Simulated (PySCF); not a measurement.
[ScF2]+: from structure and modes to constants

These are results of PySCF, PBE0, basis Sc def2-TZVP, F def2-TZVP (no relativity, density fitting), not measurements.

The singlet minimum has C2v symmetry. Masses (u): Sc 44.95591, F 18.99840.

```xyz
3
charge 1 multiplicity 1, angstrom
Sc    0.0000    0.0000   -0.4373
F     1.4742    0.0000    0.5174
F    -1.4742    0.0000    0.5174
```

Harmonic wavenumbers (cm⁻¹): 178.6 (a1, ×1), 798.6 (a1, ×1), 821.6 (b2, ×1).

(1) Find the principal moments of inertia and the rotational constants. What kind of rotor is it?

(2) What is the harmonic zero-point energy?

Answers

(1) About the centre of mass I = 18.769, 82.575, 101.34 u Å². With B = 16.8576/I this gives 0.8982, 0.2041, 0.1663 cm⁻¹. The molecule is an asymmetric top with κ = -0.90.

(2) Half the sum of all 3 wavenumbers, 1799/2 = 899 cm⁻¹, which is 10.8 kJ/mol (1 cm⁻¹ = 0.0119627 kJ/mol).

Stability towards spin polarisation was not tested. Only a few start shapes were tried, so a lower isomer may exist.
